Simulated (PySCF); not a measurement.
SnF₃Br, SMILES [F][Sn]([F])([F])[Br]. The structure is a stationary point at PBE-D3(BJ)/def2-SVP. The structure was generated by enumeration; whether it is a known compound was not checked. The def2 effective core potentials stand for the cores of Sn; spin–orbit coupling is left out.

All values below come from PBE-D3(BJ)/def2-SVP run with PySCF 2.14.0.

Harmonic wavenumbers (cm⁻¹): 104, 104, 157, 157, 171, 270, 615, 644, 644. Rotational constants (GHz): 2.759, 0.9885, 0.9885; symmetry number 3.

Q: Work out the zero-point energy and the ideal-gas rigid-rotor harmonic-oscillator thermochemistry at 298.15 K and 1 atm.

A: ZPE = ½ Σ hcν = ½ × 2865 cm⁻¹ = 4.10 kcal/mol. H − E(el) = 9.11 kcal/mol. Entropy in cal/(mol K): translation 42.52, rotation 26.98, vibration 17.14, total 86.64. G − E(el) = -16.72 kcal/mol. Cp = 22.12 cal/(mol K). Modes under 150 cm⁻¹ make the vibrational entropy uncertain.
